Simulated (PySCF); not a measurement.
Static response to an electric field

Compound: (H2In-mu-NH2)3.
Geometry (PBE0-D3(BJ)/def2-SVP, Å), atoms numbered from 1 in this order:
```xyz
18
H12In3N3 angstrom
In    -0.123   -0.137   -2.319
H      0.936    0.899   -3.214
H     -1.269   -1.291   -2.911
N      1.172   -1.116   -0.795
In     1.912    0.227    0.815
H      3.210   -0.581    1.629
H      1.873    1.844    0.189
N      0.088    0.071    2.081
In    -1.854   -0.086    0.999
H     -1.935   -1.754    0.534
H     -3.025    0.868    1.847
N     -1.223    1.059   -0.799
H      1.978   -1.539   -1.260
H      0.669   -1.904   -0.380
H      0.175   -0.742    2.693
H      0.060    0.871    2.716
H     -2.053    1.472   -1.228
H     -0.647    1.856   -0.519
```

Level: CAM-B3LYP/def2-SVPD (PySCF), static field, nuclei fixed, core orbitals frozen in the response. The polarisability tensor in these axes (au):

```
x   148.46  -0.26  -0.07
y    -0.26 126.18   1.16
z    -0.07   1.16 145.15
```

**Question.** Diagonalise the tensor; give its mean and Δα, where Δα² is half the sum of the squared differences of the eigenvalues.

**Answer.** Principal values 126.10, 145.22 and 148.46 au; mean 139.93 au = 20.74 Å³ = 23.07 × 10⁻⁴⁰ C²·m²/J; Δα = 20.93 au (15 % of the mean).

**Question.** What is the dipole moment, and where does it point?

**Answer.** (0.13, 0.01, 1.54) D, 1.55 D in size, pointing from the negative to the positive side. Measured along this direction, the outermost atoms are H2 and H3 at the negative end and H16 and H15 at the positive end.

**Question.** Along which axes do the principal values lie, and how far do the nuclei extend along each?

**Answer.** Largest value along (1.00, -0.01, -0.02), where the nuclei span 6.26 Å; middle along (0.03, 0.06, 1.00), 5.89 Å; least along (0.01, 1.00, -0.06), 3.75 Å. The response follows the extents in order.

**Question.** What depolarisation ratio follows for Rayleigh scattering of linearly polarised light, taking the static tensor?

**Answer.** ρ = 3Δα²/(45ᾱ² + 4Δα²) = 1313.8/(881087 + 1751.8) = 0.00149.

**Question.** How large is μ²/3kT at 500 K beside α?

**Answer.** In Gaussian units μ²/3kT = 11.60 Å³ against 20.74 Å³, a ratio of 0.56; the Debye molar polarisation (4π/3)N_A(α + μ²/3kT) is 81.6 cm³/mol, leaving out the vibrational part.

**Question.** In TDDFT the mean static polarisability is Σ f/ω² over all singlet excitations (ω in hartree). How much of it do the 10 lowest give? Their energies (eV) and oscillator strengths: 6.29, 0.0024; 6.37, 0.0452; 6.52, 0.0147; 6.58, 0.1682; 6.68, 0.0336; 6.74, 0.0971; 7.02, 0.2393; 7.08, 0.0632; 7.11, 0.0243; 7.26, 0.0498.

**Answer.** They add up to 11.72 au, 8.4 % of the 139.93 au; the largest single term is 3.60 au, from the state at 7.02 eV. Terms in order: 0.05, 0.83, 0.26, 2.88, 0.56, 1.58, 3.60, 0.93, 0.36, 0.70 au. Higher excitations give the rest. The strengths listed sum to 0.738.

**Question.** Estimate the molar refractivity from the static electronic polarisability.

**Answer.** Lorentz–Lorenz: R = (4π/3)N_A α = 2.5225 cm³/(mol·Å³) × 20.74 Å³ = 52.3 cm³/mol, in the limit of long wavelengths.

Isolated species at its PBE0-D3(BJ)/def2-SVP geometry (one conformer only). Atoms past krypton carry effective core potentials; spin–orbit coupling is left out.
